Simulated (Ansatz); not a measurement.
```yaml
crystal:
  periodic: [false, false, false]
  atoms:
    - {symbol: N, position_ang: [0.599955, 1.425179, -1.149005]}
    - {symbol: Si, position_ang: [-0.157576, 0.532977, -1.035409]}
    - {symbol: O, position_ang: [-0.093319, -0.043231, -0.042601]}
    - {symbol: Si, position_ang: [-0.365166, -0.888609, 0.559845]}
    - {symbol: N, position_ang: [0.210996, -0.962372, 1.659148]}
    - {symbol: H, position_ang: [0.442534, 1.739795, -0.683035]}
    - {symbol: H, position_ang: [1.279973, 1.112206, -1.099226]}
    - {symbol: H, position_ang: [-0.004036, -0.133879, -1.811736]}
    - {symbol: H, position_ang: [-1.133388, 0.950524, -0.935834]}
    - {symbol: H, position_ang: [-0.307026, -1.788613, 0.126744]}
    - {symbol: H, position_ang: [-1.212248, -0.620340, 0.927576]}
    - {symbol: H, position_ang: [0.118114, -0.500586, 2.183199]}
    - {symbol: H, position_ang: [0.867102, -1.219353, 1.419815]}
basis:
  gaussian: {orbitals: STO-3G}
hamiltonian: {xc: {name: PBE0}, dispersion: d3bj}
output: {forces: true}
```

```sh
$ ansatz run in.yaml --threads 2 --pin off --events-out ev --progress --plain --max-ram 32768MiB --backend cpu
```

Shortened log:

```
Functional definition: PBE0
530 factors; integrals over basis functions are off by at most 3.8e-5 eV
mean field evaluation 1: about -20546.3607 eV, gradient 3.2e1 eV
mean field evaluation 2: about -20548.5253 eV, gradient 1.4e1 eV
mean field evaluation 4: about -20548.9689 eV, gradient 1.2e-1 eV
mean field evaluation 8: about -20548.9880 eV, gradient 7.7e-4 eV
mean field -20548.98796900 eV, -755.1613792565 hartree, gradient 1.6e-5 eV, S^2 0.000000; 0 other end points of the search recorded, 0 dependent functions left out
reference -20548.98798589 eV, -755.1613798771 hartree; 29, 29 occupied and 12, 12 virtual orbitals, 530 factors
Total energy: -20549.30825363 eV, -755.1731494994 hartree
Atom 0 at     0.599955     1.425179    -1.149005 Å, force    43.848608     5.523326   -87.688520 eV/Å
Atom 1 at    -0.157576     0.532977    -1.035409 Å, force   -36.748177   -10.100295   -39.020957 eV/Å
Atom 2 at    -0.093319    -0.043231    -0.042601 Å, force    33.856780    45.809660    -4.302555 eV/Å
Atom 3 at    -0.365166    -0.888609     0.559845 Å, force   -25.258277   -60.970149    22.867743 eV/Å
Atom 4 at     0.210996    -0.962372     1.659148 Å, force     2.422966   -22.280793    17.246881 eV/Å
Atom 5 at     0.442534     1.739795    -0.683035 Å, force   -24.938762    63.591663    82.481578 eV/Å
Atom 6 at     1.279973     1.112206    -1.099226 Å, force    32.752306    -9.619558     0.072951 eV/Å
Atom 7 at    -0.004036    -0.133879    -1.811736 Å, force     2.933282   -17.415367   -20.559960 eV/Å
Atom 8 at    -1.133388     0.950524    -0.935834 Å, force   -22.103216     9.281760    -0.203702 eV/Å
Atom 9 at    -0.307026    -1.788613     0.126744 Å, force     1.557961   -27.870724   -14.259180 eV/Å
Atom 10 at    -1.212248    -0.620340     0.927576 Å, force   -35.985224     7.749332    12.680540 eV/Å
Atom 11 at     0.118114    -0.500586     2.183199 Å, force    -5.406949    29.049188    36.420974 eV/Å
Atom 12 at     0.867102    -1.219353     1.419815 Å, force    33.068701   -12.748044    -5.735794 eV/Å
Dipole moment:     0.475682    -0.022164     0.145869 e Å
```

Q: What is wrong with this run?

A: The geometry is squeezed to about two thirds of its size. Self-consistency was reached. The result belongs to that input, not to the molecule as meant.
